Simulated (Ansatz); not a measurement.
FIn (SMILES [F][In]), singlet, at a GFN2-xTB geometry (such geometries of metal compounds can be far from the true shape) (core potentials on In); PBE0/def2-SVP in Ansatz (a program for electronic structure).

Here is a job for Ansatz.
Ansatz 0.2 input:
```yaml
crystal:
  periodic: [false, false, false]
  atoms:
    - {symbol: In, position_ang: [-0.00000000, -0.00000000, -0.31421463]}
    - {symbol: F, position_ang: [0.00000000, 0.00000000, 1.71072408]}
basis:
  gaussian:
    orbitals: def2-SVP
hamiltonian:
  xc: pbe0
```

Write the output that Ansatz gives for this input, abridged.


```
Functional definition: PBE0
469 factors; integrals over basis functions are off by at most 2.8e-4 eV
mean field evaluation 1: about -7884.1303 eV, gradient 4.1e1 eV
mean field evaluation 2: about -7813.1654 eV, gradient 1.9e2 eV
mean field evaluation 4: about -7887.2413 eV, gradient 2.7e0 eV
mean field evaluation 8: about -7887.2602 eV, gradient 4.4e-2 eV
mean field -7887.26021883 eV, -289.8514668649 hartree, gradient 5.4e-5 eV, S^2 0.000000; 0 other end points of the search recorded, 0 dependent functions left out
reference -7887.26024317 eV, -289.8514677594 hartree; 15, 15 occupied and 25, 25 virtual orbitals, 469 factors
Total energy: -7887.26024317 eV, -289.8514677594 hartree
```
